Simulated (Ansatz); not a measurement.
Relaxation of H8O2Si2 (12 atoms, charge 0, multiplicity 1), to a largest force component of 0.03 eV/Å in at most 50 steps.

Level of theory: RKS B3LYP-D4/def2-SVP in Ansatz.

```xyz
12
Properties=species:S:1:pos:R:3:forces:R:3
Si 0.139 0.235 -0.528 0.01 -0.21 -0.45
Si 0.273 0.135 2.901 -0.03 -0.26 0.64
H -1.159 -0.196 3.172 0.05 0.01 0.00
H 1.048 -1.094 2.584 -0.01 0.03 -0.01
H 0.845 0.734 4.149 -0.01 -0.01 -0.01
O 1.741 -0.160 -0.390 -0.06 0.02 0.00
H 1.994 -1.061 -0.622 0.00 -0.01 0.00
H -0.344 0.200 -1.944 0.01 0.00 0.01
O -0.733 -0.900 0.338 0.01 0.02 0.00
H -1.685 -0.968 0.200 0.02 0.01 -0.01
H 0.010 1.579 0.046 -0.08 0.29 -0.31
H 0.363 1.139 1.830 0.09 0.12 0.15
```

Problem. Where does it end, and by what steps?

Solution. The run converged. The force dipped under the threshold on the way, but the program's further checks kept it going. After 37 steps the energy has fallen by 0.253 eV; H11 moved furthest, 2.03 Å.

| step | energy less start (eV) | largest force component (eV/Å) | accepted |
| --- | --- | --- | --- |
| 0 | 0.0000 | 0.636 | yes |
| 2 | -0.1608 | 0.226 | yes |
| 4 | -0.2005 | 0.333 | yes |
| 6 | -0.1849 | 1.639 | no |
| 8 | -0.2141 | 0.046 | yes |
| 10 | -0.2163 | 0.069 | yes |
| 12 | -0.2178 | 0.220 | yes |
| 14 | -0.2232 | 0.072 | yes |
| 16 | -0.2247 | 0.039 | yes |
| 18 | -0.2291 | 0.140 | yes |
| 20 | -0.2346 | 0.192 | yes |
| 22 | -0.2407 | 0.188 | yes |
| 24 | -0.2451 | 0.128 | yes |
| 26 | -0.2485 | 0.059 | yes |
| 28 | -0.2494 | 0.036 | yes |
| 30 | -0.2505 | 0.054 | yes |
| 32 | -0.2512 | 0.071 | yes |
| 34 | -0.2521 | 0.051 | yes |
| 36 | -0.2524 | 0.047 | yes |
| 37 | -0.2526 | 0.020 | yes |

```xyz
12
Properties=species:S:1:pos:R:3
Si 0.073 0.176 -0.974
Si 0.366 -0.151 3.123
H -1.045 -0.624 3.109
H 1.164 -0.939 2.136
H 0.943 -0.421 4.474
O 1.639 0.272 -0.449
H 1.882 -0.277 0.308
H -0.256 -1.142 -1.600
O -0.947 0.377 0.337
H -1.714 -0.204 0.396
H -0.074 1.276 -1.956
H 0.461 1.301 2.830
```

Time of the run: 80 s on 2 threads of Arm Neoverse V2, on a shared host, peak memory 0.22 GiB.
